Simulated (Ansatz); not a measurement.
`[NH2][Sn][F]` + H₂O → `[NH2][Sn][OH]` + H–F  (formal hydrolysis of the Sn–F bond)

Calculated with Ansatz (gas phase, PBE0-D4/def2-TZVP geometries, no zero-point term in ΔE). CBS: MP2 limit from def2 TZ/QZ plus the TZ coupled-cluster correction, frozen cores. This one scheme is used for every species. DFT in def2-TZVPP. B3LYP here is the variant with VWN-RPA as its local correlation; programs differ in this. Elements past krypton have def2 core potentials. For Sn outer-core shells are correlated without core-valence functions, which leaves a few kJ/mol of doubt a bond. Each species was taken in one conformer, which may not be the lowest.

```
        level  ΔE (eV)
  LDA (SPW92)     0.47
   r2SCAN0-D4     0.52
       B2PLYP     0.51
        B3LYP     0.56
      r2SCAN0     0.52
    CAM-B3LYP     0.56
HF/def2-TZVPP     0.57
 HF/CBS(def2)     0.59
```

**Question.** What does CCSD(T)/CBS give? (An estimate is asked.)

**Answer.** Ansatz gave: +0.47 eV. The listed levels differ from it by 0.00, 0.05, 0.04, 0.09, 0.05, 0.09, 0.10, 0.12 eV.

Largest T1 diagnostic among the species: 0.017.

Leaving LDA and LC-ωPBE aside and taking each functional with its dispersion term where it has one, the values, not all of them listed here, spread over 0.11 eV, from PBE-QIDH to B97M-V. LDA lies −0.05 eV from PBE without D4. At CCSD(T), def2-SVP lies +0.06 eV from the extrapolated value and def2-TZVPP −0.03 eV.
